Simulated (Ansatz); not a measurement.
Consider the cleavage of the P–Si bond: `C[SiH2]P` + `O[AsH2]` → `PO[AsH2]` + `C[SiH3]`.

Program: Ansatz. Geometries: PBE0-D4/def2-TZVP. ΔE: electronic, gas phase. CCSD(T)/CBS adds triple-zeta CCSD(T) − MP2 to the extrapolated MP2 energy (def2 sets, frozen cores). This one scheme is used for every species. DFT in def2-TZVPP. HSE06 is defined as in plane-wave codes. For As outer-core shells are correlated without core-valence functions, which leaves a few kJ/mol of doubt a bond. Scalar relativity is left out up to krypton. One conformer a species, not always the lowest.

Q: Is it downhill or uphill in electronic energy at CCSD(T)/CBS, and by how much? (Best estimate.)

A: Computed: Uphill: ΔE = +37.1 kJ/mol.

Q: What do these levels give: LDA (SPW92), revPBE-D4, B97M-V, BHLYP-D4, CAM-B3LYP-D4, ωB97M-V, revPBE, HSE06, HF/def2-TZVPP, MP2/def2-TZVPP, HF/def2-QZVPP, MP2/def2-QZVPP? (An estimate is asked.)

A: The calculation gave: LDA (SPW92) 47.3, revPBE-D4 47.3, B97M-V 41.2, BHLYP-D4 27.3, CAM-B3LYP-D4 27.0, ωB97M-V 32.9, revPBE 47.7, HSE06 47.0, HF/def2-TZVPP 17.2, MP2/def2-TZVPP 36.9, HF/def2-QZVPP 14.9, MP2/def2-QZVPP 36.3 kJ/mol.

Largest T1 diagnostic among the species: 0.013.

Leaving LDA and LC-ωPBE aside and taking each functional with its dispersion term where it has one, the values, not all of them listed here, spread over 21.3 kJ/mol, from CAM-B3LYP-D4 to PBE-D4. In def2-TZVPP, CCSD(T) changes the Hartree–Fock value by +19.5 kJ/mol (the triples alone add +2.2 kJ/mol) and MP2 by +19.7 kJ/mol.
